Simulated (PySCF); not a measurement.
# What builds the first ionisation energy along the 3d series

All values are computed (PySCF 2.14, energy differences of UHF-based or UKS calculations, no spin-orbit coupling). Each column adds one step, in eV (sums use unrounded values): valence MP2, valence CCSD, valence triples, then the next inner shell at CCSD(T) (Sc 3s 3p, Ti 3s 3p, V 3s 3p, Cr 3s 3p, Mn 3s 3p, Fe 3s 3p, Co 3s 3p, Ni 3s 3p, Cu 3s 3p, Zn 3s 3p). References (NIST) marked * lie between the lowest fine-structure levels; the others compare directly ((s) semi-empirical, (t) theoretical).

| element | UHF | + MP2 | + CCSD | + (T) | + inner shell | sum | reference |
| --- | --- | --- | --- | --- | --- | --- | --- |
| Sc [Ar] 3d1 4s2 → [Ar] 3d1 4s1 (ANO-RCC-VTZP, spin-free X2C) | 5.393 | 0.658 | 0.287 | 0.026 | 0.134 | 6.498 | 6.562 |
| Ti [Ar] 3d2 4s2 → [Ar] 3d2 4s1 (ANO-RCC-VTZP, spin-free X2C) | 5.560 | 0.763 | 0.278 | 0.044 | 0.113 | 6.759 | 6.828 |
| V [Ar] 3d3 4s2 → [Ar] 3d4 (ANO-RCC-VTZP, spin-free X2C) | 6.186 | 0.321 | 0.243 | 0.040 | -0.021 | 6.768 | 6.732 |
| Cr [Ar] 3d5 4s1 → [Ar] 3d5 (ANO-RCC-VTZP, spin-free X2C) | 6.025 | 0.463 | 0.018 | 0.030 | 0.185 | 6.721 | 6.767 |
| Mn [Ar] 3d5 4s2 → [Ar] 3d5 4s1 (ANO-RCC-VTZP, spin-free X2C) | 6.023 | 0.941 | 0.238 | 0.073 | 0.049 | 7.324 | 7.434 |
| Fe [Ar] 3d6 4s2 → [Ar] 3d6 4s1 (ANO-RCC-VTZP, spin-free X2C) | 6.440 | 0.998 | 0.207 | 0.087 | 0.046 | 7.778 | 7.904 |
| Co [Ar] 3d7 4s2 → [Ar] 3d8 (ANO-RCC-VTZP, spin-free X2C) | 8.118 | -1.016 | 0.687 | 0.036 | 0.044 | 7.869 | 7.869 |
| Ni [Ar] 3d8 4s2 → [Ar] 3d9 (ANO-RCC-VTZP, spin-free X2C) | 8.235 | -1.372 | 0.887 | -0.051 | -0.108 | 7.591 | 7.640 * |
| Cu [Ar] 3d10 4s1 → [Ar] 3d10 (ANO-RCC-VTZP, spin-free X2C) | 6.605 | 0.963 | -0.136 | 0.117 | 0.041 | 7.590 | 7.726 |
| Zn [Ar] 3d10 4s2 → [Ar] 3d10 4s1 (ANO-RCC-VTZP, spin-free X2C) | 7.779 | 1.309 | 0.049 | 0.119 | 0.024 | 9.281 | 9.394 |

What remains against the references is mostly basis incompleteness and, for starred values, spin-orbit coupling.

These are valence bases, so the inner-shell step is incomplete.
